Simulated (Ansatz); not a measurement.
`[SH][SnH2][SH]`, charge 0, multiplicity 1.

Question: Give a relaxed structure at PBE0-D4/def2-TZVP (the Gaussian-basis code of Ansatz). (An estimate is asked.)

Answer: The calculation gave: 
Z-matrix (Å, degrees):
```
Sn
S 1 2.401
S 1 2.402 2 112.1
H 1 1.698 2 105.8 3 115.9
H 1 1.704 2 109.0 3 -119.9
H 2 1.343 1 93.6 3 74.0
H 3 1.343 1 93.4 2 -83.4
```
